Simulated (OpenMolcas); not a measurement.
# Mn⁺: effect of the basis set

```json
{"Program": "OpenMolcas 26.06", "Method": "CASSCF", "Active space": "6 electrons in 6 orbitals (3d 4s)", "State averaging": "2S+1 = 7 even, 1 root; 2S+1 = 5 even, 18 roots kept (CI in the orbitals of an earlier block); 2S+1 = 3 even, 9 roots kept (CI in the orbitals of an earlier block)", "Spin-orbit coupling": "RASSI with atomic mean-field integrals over the reference wave functions, term energies averaged over their components"}
```

A. ANO-R1 [5s3p3d1f], X2C, finite nucleus; cost roughly 40 core-seconds
B. ANO-L-VTZP [6s5p3d2f1g], non-relativistic, point nucleus; cost roughly 40 core-seconds
C. ANO-RCC-VTZP [6s5p3d2f1g], DKH2, point nucleus; cost about 40 core-seconds
D. ANO-R2 [7s4p4d2f1g], X2C, finite nucleus; cost roughly 27 core-seconds
E. ANO-RCC-VQZP [7s6p4d3f2g1h], DKH2, point nucleus; cost about 30 core-seconds
F. ANO-R3 [8s5p5d3f2g1h], X2C, finite nucleus; cost roughly 40 core-seconds

Energies in cm-1 above 3d5 4s 7S3, the measured ground level; measured values from NIST Handbook of Basic Atomic Spectroscopic Data.

| Level | A | B | C | D | E | F | Measured |
| --- | --- | --- | --- | --- | --- | --- | --- |
| 3d5 4s 7S3 | 0.0 | 0.0 | 0.0 | 0.0 | 0.0 | 0.0 | 0.0 |
| 3d5 4s 5S2 | 11655 | 11919 | 12276 | 12323 | 12261 | 12288 | 9473 |
| 3d5 4s 5G4 | 33352 | 33636 | 33638 | 33675 | 33632 | 33643 | 27584 |
| 3d5 4s 5G5 | 33352 | 33636 | 33638 | 33675 | 33632 | 33643 | 27571 |
| 3d5 4s 5G3 | 33352 | 33636 | 33638 | 33675 | 33632 | 33643 | 27588 |
| 3d5 4s 5G6 | 33352 | 33636 | 33638 | 33675 | 33632 | 33643 | 27547 |
| 3d5 4s 5G2 | 33352 | 33636 | 33638 | 33675 | 33632 | 33643 | 27589 |

Deviations, from unrounded energies. A percentage is the sum of absolute deviations over the sum of measured energies, with the sign that they share, or ± where signs differ.

```tsv
Against measurement	Levels	A	B	C	D	E	F
mean absolute deviation (cm-1)	6	5200	5500	5500	5600	5500	5500
other terms of the ground configuration (%)	6	+21.1	+22.2	+22.5	+22.6	+22.4	+22.5
```

A lies closest to measurement on these levels and D furthest from it. The largest miss of A in the table is 3d5 4s 5G6, by +5800 cm-1. The ranking rests on the paired levels alone, and a cruder setting can come out closer through cancelling errors.

Among A to F the level of the table that moves most is 3d5 4s 5S2, by 670 cm-1 (lowest in A, highest in D).

Without dynamic correlation excited terms often stand tens of per cent too high (terms of higher spin than the ground term too low), and those without a measured partner can miss by more than the paired ones. Terms from blocks run as CI alone lack orbitals of their own. No level of 3d6 was computed, though it lies in the active space. Computed and measured levels are paired by configuration, term and J; levels that our copy of the source lacks, or whose pairing is in doubt (as where it misses far off the trend of its configuration), stay unpaired and out of the deviations. Levels of configurations outside the active space are missing. The table leaves out levels that lie high or whose names do not pair safely across all columns.
